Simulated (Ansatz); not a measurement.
`B[SiH](F)S` and `B[SiH](F)[SeH]` differ in one element.

Ansatz, PBE0-D4/def2-TZVP geometries, multiplicity 1. Each molecule was computed in one conformer, which needn't be the lowest.

Scalar relativity is left out up to krypton.

```tsv
property	`B[SiH](F)S`
HOMO energy (B3LYP/def2-TZVPP) / eV	-7.30
HOMO energy (PBE/def2-TZVPP) / eV	-6.38
HOMO–LUMO gap (PBE0/def2-TZVPP) / eV	6.85
LUMO energy (ωB97M-V/def2-TZVPP) / eV	1.12
LUMO energy (B3LYP/def2-TZVPP) / eV	-0.87
HOMO–LUMO gap (ωB97M-V/def2-TZVPP) / eV	10.68
```

Problem. What does the change do to each property? (An estimate is asked.)

Solution. Computed: 
```tsv
property	`B[SiH](F)[SeH]`	shift
HOMO energy (B3LYP/def2-TZVPP) / eV	-7.31	-0.01
HOMO energy (PBE/def2-TZVPP) / eV	-6.41	-0.03
HOMO–LUMO gap (PBE0/def2-TZVPP) / eV	6.74	-0.11
LUMO energy (ωB97M-V/def2-TZVPP) / eV	0.97	-0.15
LUMO energy (B3LYP/def2-TZVPP) / eV	-1.00	-0.13
HOMO–LUMO gap (ωB97M-V/def2-TZVPP) / eV	10.51	-0.17
```

B3LYP here is the variant with VWN-RPA as its local correlation; programs differ in this.

Spin–orbit coupling is left out; it splits and shifts lone-pair levels of the heavy atoms by tenths of an eV.
